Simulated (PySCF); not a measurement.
# What a mistake does to a calculation on BCGeH5Si

All numbers below are calculated, not measured. They come from PySCF 2.14.0, an open-source quantum chemistry program, on an isolated molecule that a program drew, which may never have been made. The molecule is BCGeH5Si (charge 0, singlet), drawn as the SMILES string `[SiH]B[CH]=[GeH2]`.

Each row is a Hartree-Fock (HF) and frozen-core CCSD(T) single point in the cc-pV(D+d)Z basis, meant for a local HF minimum. Run 1 is clean. Each other run has one planted mistake out of seven kinds, and not every kind appears here: one electron removed, one electron added, multiplicity raised by two, geometry at a saddle point, minimal basis STO-3G, one bond length entered in bohr, all coordinates scaled. The reference is restricted for singlets and unrestricted otherwise, and also for a bond in bohr. Adding or removing an electron swaps singlet and doublet. Electrons count all cores. HOMO and LUMO are orbital energies over both spins, the gradient is its largest component, and the lowest frequency (negative if imaginary) is given only where the gradient is small. Bond lengths are over the 8 bonds as drawn. T1 is the CCSD diagnostic: over 0.02 (restricted) or 0.045 (unrestricted) a single reference is doubtful. Germanium has the cc-pVDZ-PP basis, with a core potential (ECP10MDF) in place of its 10 inner electrons, and its 3s, 3p and 3d shells are frozen in CCSD(T).

Geometry of the clean run:
```xyz
9
BCGeH5Si, angstrom
Si    0.2540   -1.5183   -1.6608
B    -0.2434   -0.5767    0.0747
C     0.5187   -0.6474    1.3986
Ge   -0.0969    0.2643    2.7994
H    -0.6626   -2.7041   -1.4039
H    -1.2228    0.1383    0.0156
H     1.4158   -1.2408    1.5434
H    -1.3405    1.1337    2.7206
H     0.5316    0.2658    4.1904
```

| run | electrons | basis functions | <S^2> | HOMO (eV) | LUMO (eV) | gradient (hartree/bohr) | lowest frequency (cm^-1) | mean bond (Å) | longest bond (Å) | T1 | HF (hartree) | CCSD(T) (hartree) | mistake |
|---|---|---|---|---|---|---|---|---|---|---|---|---|---|
| 1 | 62 | 99 | 0.000 | -7.89 | 0.82 | 2.0e-05 | 82 | 1.5265 | 2.036 | 0.0168 | -647.64707 | -648.11540 | no fault |
| 2 | 62 | 99 | 2.433 | -6.49 | -0.41 | 9.4e-02 | - | 1.5265 | 2.036 | 0.0785 | -647.58639 | -648.01781 | multiplicity raised by two |
| 3 | 62 | 99 | 1.154 | -7.53 | 0.61 | 1.9e-02 | - | 1.7530 | 3.848 | 0.0364 | -647.57184 | -648.00753 | ? |
| 4 | 63 | 99 | 1.355 | -0.71 | 5.40 | 6.4e-02 | - | 1.5265 | 2.036 | 0.0780 | -647.64922 | -648.12647 | ? |

**Which mistake was planted in run 3, and what did it cost?**

The mean bond changes by a factor of 1.148 and the longest by 1.890, so the molecule wasn't scaled as a whole. A length L in bohr read as angstrom grows by (1/0.5292 - 1) L = 0.890 L. The 8 bonds together grew by 8 x 0.2265 = 1.812 Å, which gives L = 2.037 Å. That is bond Si1-B2, 2.036 Å in the clean geometry. So the mistake is: one bond length entered in bohr. Subtracting run 1 and multiplying by 627.51 kcal/mol a hartree, the energy moved by 47.2 kcal/mol in HF and 67.7 kcal/mol in CCSD(T).

**Which mistake was planted in run 4, and what did it cost?**

It counts 63 electrons, one more than the clean run, at the same geometry and basis. So the mistake is: one electron added. Subtracting run 1 and multiplying by 627.51 kcal/mol a hartree, the energy moved by -1.3 kcal/mol in HF and -6.9 kcal/mol in CCSD(T).

Cautions from the logs. Run 2: T1 is over the limit, so its CCSD(T) energy is less reliable; run 4: T1 is over the limit, so its CCSD(T) energy is less reliable.
